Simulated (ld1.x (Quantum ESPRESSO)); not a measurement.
**Si (Z = 14), ultrasoft: configuration errors across variants**

```json
{
 "Element": "Si (Z = 14)",
 "Generator": "ld1.x (Quantum ESPRESSO) 7.5",
 "Type": "ultrasoft",
 "Functional": "LDA (PZ)",
 "Relativity": "scalar-relativistic",
 "Frozen core": "[Ne]",
 "Valence charge": "4",
 "Reference configuration": "3s1.5 3p2.5",
 "Partial waves": "3s (bound): rcut 1.40, rcutus 1.65 bohr; 3s channel at -0.3 Ry: rcut 1.40, rcutus 1.65 bohr; 3p (bound): rcut 1.80, rcutus 2.40 bohr; 3p channel at 2.5 Ry: rcut 1.80, rcutus 2.40 bohr",
 "Local potential": "all-electron potential smoothed inside 1.50 bohr (lloc = -1)",
 "Core correction": "Bessel-smoothed model core inside 0.95 bohr",
 "Augmentation charge": "PSQ, radius 1.40 bohr"
}
```

All-electron excitation energies from the reference (eV): (1) 3s2 3p2 -3.381; (2) 3s2 3p1 4.448; (3) 3s2 3p0 20.562; (4) 3s2 3p2.3 -4.338; (5) 3s1 3p3 3.426.

The overlap operator is not positive definite (basis up to 400 Ry) in “base”, “waves 3s (bound): rcut 1.40, rcutus 1.60 bohr; 3s channel at -0.3 Ry: rcut 1.40, rcutus 1.60 bohr”, “waves 3s (bound): rcut 1.40, rcutus 1.72 bohr; 3s channel at -0.3 Ry: rcut 1.40, rcutus 1.72 bohr”, “waves 3s (bound): rcut 1.40, rcutus 2.04 bohr; 3s channel at -0.3 Ry: rcut 1.40, rcutus 2.04 bohr”, “waves 3s (bound): rcut 1.40, rcutus 2.50 bohr; 3s channel at -0.3 Ry: rcut 1.40, rcutus 2.50 bohr”. Such files are unfit for use, however small their errors in these radial tests.

2 further variants failed, have other tests or too few solved ones, and are left out.

Errors AE − PS in meV (a dash: test not solved or not reliable):

```tsv
change	(1)	(2)	(3)	(4)	(5)	bound ghosts
base	-0.6	-0.3	+6.1	-0.6	-0.7	not determined (overlap not positive)
waves 3s (bound): rcut 1.40, rcutus 1.60 bohr; 3s channel at -0.3 Ry: rcut 1.40, rcutus 1.60 bohr	-0.7	-0.4	+6.4	-0.7	-0.9	not determined (overlap not positive)
waves 3s (bound): rcut 1.40, rcutus 1.72 bohr; 3s channel at -0.3 Ry: rcut 1.40, rcutus 1.72 bohr	-0.5	-0.3	+5.9	-0.5	-0.7	not determined (overlap not positive)
waves 3s (bound): rcut 1.40, rcutus 2.04 bohr; 3s channel at -0.3 Ry: rcut 1.40, rcutus 2.04 bohr	-0.1	-0.2	+5.1	-0.2	-0.3	not determined (overlap not positive)
waves 3s (bound): rcut 1.40, rcutus 2.50 bohr; 3s channel at -0.3 Ry: rcut 1.40, rcutus 2.50 bohr	+0.1	-0.2	+6.0	+0.1	-0.1	not determined (overlap not positive)
```

Task: Give the same row for: waves 3s (bound): rcut 1.40, rcutus 2.16 bohr; 3s channel at -0.3 Ry: rcut 1.40, rcutus 2.16 bohr.

Result: -0.1, -0.2, +5.0, -0.1, -0.3; bound ghosts: not determined (overlap not positive). Its overlap operator is not positive definite in a basis up to 400 Ry (lowest eigenvalue p -3012.68), so the file is unfit for use: the generalised eigenproblem breaks down once the basis is large enough, and its test numbers describe a broken file.
